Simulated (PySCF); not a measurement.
PhSCHF2, C7H6F2S.
Z-matrix (Å and degrees, PBE0-D3(BJ)/def2-SVP geometry), rows numbered from 1:
```
F 
C   1  1.3416
F   2  1.3464  1  107.01
S   2  1.8095  1  111.99  3  -123.22
C   4  1.7791  2   98.92  1    56.92
C   5  1.3982  4  120.24  2    78.52
C   6  1.3926  5  119.67  4   179.66
C   7  1.3947  6  120.15  5    -0.83
C   8  1.3942  7  120.08  6     0.35
C   9  1.3934  8  120.08  7     0.26
H   2  1.1043  1  109.67  3   118.29
H   6  1.0912  5  119.41  4    -0.86
H   7  1.0925  6  119.69  5   179.47
H   8  1.0926  7  119.95  6  -179.64
H   9  1.0926  8  120.16  7   179.93
H  10  1.0918  5  119.42  4     1.42
```

The calculation used TDDFT PBE0/def2-SVPD, vertical, gas phase, core orbitals frozen in the response (PySCF 2.14.0, density-fitted response routines).

Kohn–Sham orbitals with the atoms that hold most of them (Löwdin shares over 4%, at most four atoms; ? is withheld):

```tsv
orbital	ε (eV)	atoms
HOMO-3	-9.71	S4 40%, C5 9%, F1 8%, C8 6%
HOMO-2	-7.79	S4 27%, C5 18%, C8 16%, C9 8%
HOMO-1	-7.69	C10 21%, C7 21%, C6 19%, C9 19%
HOMO	?	?
LUMO	-0.99	?
LUMO+1	-0.62	C7 20%, C10 19%, C9 18%, C6 17%
LUMO+2	0.33	S4 43%, C5 9%, C2 5%, C9 4%
```

Question: Which atoms hold the HOMO, and with what shares?

Answer: S4 (bonded to 2 C) 52%; C5 (bonded to 2 C and S) 12%; C8 (bonded to 2 C and H) 7%; C2 (bonded to 2 F, S and H) 6%. By element: sulfur 52%, carbon 25% or more.

Question: Which atoms hold the LUMO, and with what shares?

Answer: C8 (bonded to 2 C and H) 20%; C5 (bonded to 2 C and S) 19%; C6 (bonded to 2 C and H) 12%; C10 (bonded to 2 C and H) 10%.

Question: What is the HOMO energy, and the HOMO–LUMO gap?

Answer: ε(HOMO) = -7.33 eV; the gap is 6.33 eV (0.2328 hartree).

Question: The HOMO–LUMO gap is 6.33 eV. Where does the response calculation put the lowest singlet, and from which orbitals?

Answer: S1 is at 5.11 eV (f = 0.021), 1.23 eV below the gap, made of HOMO→LUMO (82%), HOMO-2→LUMO (15%). Without the coupling terms of the response equations the lowest excitation would equal the gap.

Next come S2 at 5.31 eV (f 0.0022), HOMO-1→LUMO (50%), HOMO→LUMO+1 (38%), HOMO-2→LUMO+1 (12%); S3 at 5.78 eV (f 0.011), HOMO→LUMO+1 (51%), HOMO-2→LUMO+1 (37%), HOMO-1→LUMO (10%); S4 at 5.97 eV (f 0.095), HOMO-2→LUMO (65%), HOMO-1→LUMO+1 (22%), HOMO→LUMO (10%); S5 at 6.19 eV (f 0.0003), HOMO→LUMO+2 (80%).

Löwdin shares depend on the basis, the more so with diffuse functions.

One conformer stands for the species.
